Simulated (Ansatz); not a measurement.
Calculated with Ansatz (gas phase, PBE0-D4/def2-TZVP geometries, no zero-point term in ΔE). CBS: MP2 limit from def2 TZ/QZ plus the TZ coupled-cluster correction, frozen cores. This one scheme is used for every species. Functionals use def2-TZVPP. Elements past krypton have def2 core potentials. For In outer-core shells are correlated without core-valence functions, which leaves a few kJ/mol of doubt a bond.

`N#[C][InH2]` + H–F → `[F][InH2]` + `C#N`  (ligand exchange at the In–C bond)

CCSD(T)/CBS gives -0.27 eV.

Problem. Another level gave -0.36 eV. Which?
A. revPBE-D4/def2-TZVPP
B. ωB97M-V/def2-TZVPP
C. SCS-MP2/def2-TZVPP
D. MP2/def2-TZVPP

Solution. A. revPBE-D4 -0.36, ωB97M-V -0.28, SCS-MP2/def2-TZVPP -0.21, MP2/def2-TZVPP -0.16 eV.

Problem. What do rigid-rotor, harmonic-oscillator terms from PBE0-D4/def2-TZVP frequencies (298.15 K, 1 bar) make of the CCSD(T)/CBS value? (Estimate.)

Solution. Ansatz gave: ΔZPE = +0.03 eV, ΔH = -0.26 eV, ΔS = -1 J/(mol·K), ΔG = -0.26 eV.

Largest T1 diagnostic among the species: 0.016.

The D4 term adds +0.04 eV with B3LYP and +0.02 eV with PBE0; it sums over pairs of atoms, weighted by their polarisabilities, and B3LYP, whose exchange is more repulsive, gets the larger term. In def2-TZVPP, CCSD(T) changes the Hartree–Fock value by +0.08 eV (the triples alone add +0.00 eV) and MP2 by +0.10 eV.

B3LYP here is the variant with VWN-RPA as its local correlation; programs differ in this.
